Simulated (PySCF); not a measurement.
B(All)(H)2 (C3H7B), SMILES BCC=C. Atoms are numbered in the order given.

```xyz
11

B      0.8478     0.2466     1.7487
C      0.0744    -0.5062     0.6291
C     -0.5075     0.2954    -0.4874
C     -0.3452     0.0394    -1.7865
H     -0.7523    -0.8905     1.2822
H      0.5853    -1.4153     0.2736
H     -1.0895     1.1775    -0.1909
H      0.2324    -0.8244    -2.1323
H     -0.7796     0.6860    -2.5531
H      1.5878    -0.3607     2.4889
H      0.6471     1.4225     1.9575
```
Charge 0, spin multiplicity 1.

Geometry: PBE0-D3(BJ)/def2-SVP. The structure was generated by enumeration, and PubChem lists no compound with its InChIKey, so it may never have been made. Other conformers were not sampled.

Computed with PBE0/pcSseg-1 (PySCF).

GIAO shieldings, no solvent; atoms listed in one row are averaged. δ = σ(ref) − σ: ¹¹B against BF3 (σ = 88.8 ppm); ¹³C against TMS (σ = 186.3 ppm); ¹H against TMS (σ = 31.56 ppm), references at their B3LYP-D3(BJ)/def2-TZVP geometries, non-relativistic.

| nucleus | atoms | count | δ (ppm) |
|---|---|---|---|
| ¹¹B | B1 | 1 | 73.1 |
| ¹³C | C3 | 1 | 147.9 |
| ¹³C | C4 | 1 | 122.1 |
| ¹³C | C2 | 1 | 49.7 |
| ¹H | H10, H11 | 2 | 7.83 |
| ¹H | H7 | 1 | 6.73 |
| ¹H | H8 | 1 | 5.53 |
| ¹H | H9 | 1 | 5.45 |
| ¹H | H6 | 1 | 3.66 |
| ¹H | H5 | 1 | 1.93 |
